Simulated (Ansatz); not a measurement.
Consider the ligand exchange at the Si–O bond: `N[Si@@H](F)O[Si@@H](N)F` + `[OH][SnH3]` → `N[SiH](F)[O][SnH3]` + `N[SiH](O)F`.

Calculated with Ansatz (gas phase, PBE0-D4/def2-TZVP geometries, no zero-point term in ΔE). CCSD(T)/CBS adds triple-zeta CCSD(T) − MP2 to the extrapolated MP2 energy (def2 sets, frozen cores). This one scheme is used for every species. Functionals use def2-TZVPP. Elements past krypton have def2 core potentials. For Sn outer-core shells are correlated without core-valence functions, which leaves a few kJ/mol of doubt a bond. Each species was taken in one conformer, which may not be the lowest.

`N[Si@@H](F)O[Si@@H](N)F`:

```xyz
13

N     1.096    2.069   -1.231
Si    0.095    1.635    0.059
F    -1.388    2.222   -0.042
O    -0.041    0.019    0.036
Si   -0.814   -1.307    0.558
N     0.151   -2.636    0.161
F    -1.045   -1.117    2.129
H     1.054    1.584   -2.112
H     1.444    3.007   -1.331
H     0.641    2.153    1.325
H    -2.159   -1.462   -0.024
H     1.155   -2.589    0.217
H    -0.189   -3.578    0.254
```

`[OH][SnH3]`:

Z-matrix (Å, degrees):
```
Sn
O 1 1.970
H 1 1.709 2 108.5
H 1 1.698 2 103.1 3 119.8
H 1 1.709 2 108.5 3 -120.5
H 2 0.959 1 113.2 3 60.0
```

`N[SiH](F)[O][SnH3]`:

```xyz
11

N    -0.092   -1.705    0.098
Si   -1.270   -0.480   -0.099
F    -1.619   -0.538   -1.659
O    -0.660    0.944    0.336
Sn    1.190    1.593    0.079
H     0.265   -1.930    1.013
H    -0.119   -2.521   -0.492
H    -2.548   -0.663    0.620
H     2.133    0.845    1.285
H     1.679    1.185   -1.499
H     1.041    3.271    0.318
```

`N[SiH](O)F`:

Cartesian coordinates in Å:
```
N -0.999 -0.621 0.155
Si 0.582 -0.051 -0.099
O 0.571 1.542 -0.440
F 1.345 -0.380 1.263
H -1.166 -1.421 0.744
H -1.716 -0.512 -0.542
H 1.370 -0.655 -1.188
H 0.013 2.099 0.106
```

| level | ΔE (kJ/mol) | difference from CCSD(T)/CBS |
| --- | --- | --- |
| PBE-D4 | -9.0 | 1.8 |
| r2SCAN-D4 | -9.7 | 1.1 |
| PBE0-D4 | -8.4 | 2.4 |
| ωB97X-V | -8.6 | 2.2 |
| ωB97M-V | -9.6 | 1.2 |
| PBE | -8.3 | 2.5 |
| PBE0 | -7.9 | 2.9 |
| HF/def2-TZVPP | -3.1 | 7.7 |
| SCS-MP2/def2-TZVPP | -10.1 | 0.7 |
| CCSD/def2-TZVPP | -9.7 | 1.1 |
| CCSD(T)/def2-TZVPP | -11.2 | -0.4 |
| HF/def2-QZVPP | -2.2 | 8.6 |
| MP2/def2-QZVPP | -11.1 | -0.3 |
| SCS-MP2/def2-QZVPP | -9.5 | 1.3 |
| HF/CBS(def2) | -2.1 | 8.7 |
| MP2/CBS(def2) | -11.3 | -0.5 |
| CCSD(T)/CBS | -10.8 | 0 |

Largest T1 diagnostic among the species: 0.014.

In def2-TZVPP, CCSD(T) changes the Hartree–Fock value by −8.0 kJ/mol (the triples alone add −1.4 kJ/mol) and MP2 by −8.5 kJ/mol.
